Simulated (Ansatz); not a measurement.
`C[SiH2]CSS` → `CCSS` + `[SiH2]`  (silylene formation by 1,1-elimination)

Gas-phase electronic energies from Ansatz, PBE0-D4/def2-TZVP geometries. CCSD(T)/CBS adds triple-zeta CCSD(T) − MP2 to the extrapolated MP2 energy (def2 sets, frozen cores). This one scheme is used for every species. DFT in def2-TZVPP. One conformer a species, not always the lowest.

| level | ΔE (kcal/mol) |
| --- | --- |
| r2SCAN-D4 | 69.2 |
| PBE | 62.6 |
| r2SCAN | 68.5 |
| PBE0 | 64.7 |
| HF/def2-TZVPP | 57.1 |
| MP2/def2-TZVPP | 67.4 |
| SCS-MP2/def2-TZVPP | 63.6 |
| CCSD/def2-TZVPP | 60.7 |

What does CCSD(T)/CBS give? (An estimate is asked.)

Ansatz gave: +64.1 kcal/mol. The listed levels differ from it by 5.1, -1.5, 4.4, 0.6, -7.0, 3.3, -0.5, -3.4 kcal/mol.

Largest T1 diagnostic among the species: 0.014.

From PBE to PBE0 (25 % exact exchange), in def2-TZVPP and without D4, ΔE moves by +2.1 kcal/mol. In def2-TZVPP, CCSD(T) changes the Hartree–Fock value by +5.0 kcal/mol (the triples alone add +1.3 kcal/mol) and MP2 by +10.3 kcal/mol.
